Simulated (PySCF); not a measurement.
diantimony (Sb2), SMILES [Sb]#[Sb].

Coordinates come from a B3LYP-D3(BJ)/def2-TZVP optimisation. The def2 effective core potentials stand for the cores of Sb; spin–orbit coupling is left out.

These are PBE/def2-TZVPD run with PySCF values and carry that method's errors.

Isolated molecule, no solvent.

```yaml
total_energy: -480.53357 hartree
point_group: D∞h
highest_occupied_level: -5.79 eV
lowest_empty_level: -3.47 eV
orbital_gap: 2.31 eV
dipole_moment: 0.00 D
quadrupole, principal values (traceless, Buckingham form, about the centre of nuclear charge): -1.10, -1.10, 2.20 D·Å
mean_static_polarisability: 96.4 bohr³ (14.28 Å³)
polarisability_principal_values: 74.1, 74.1, 140.9 bohr³
```
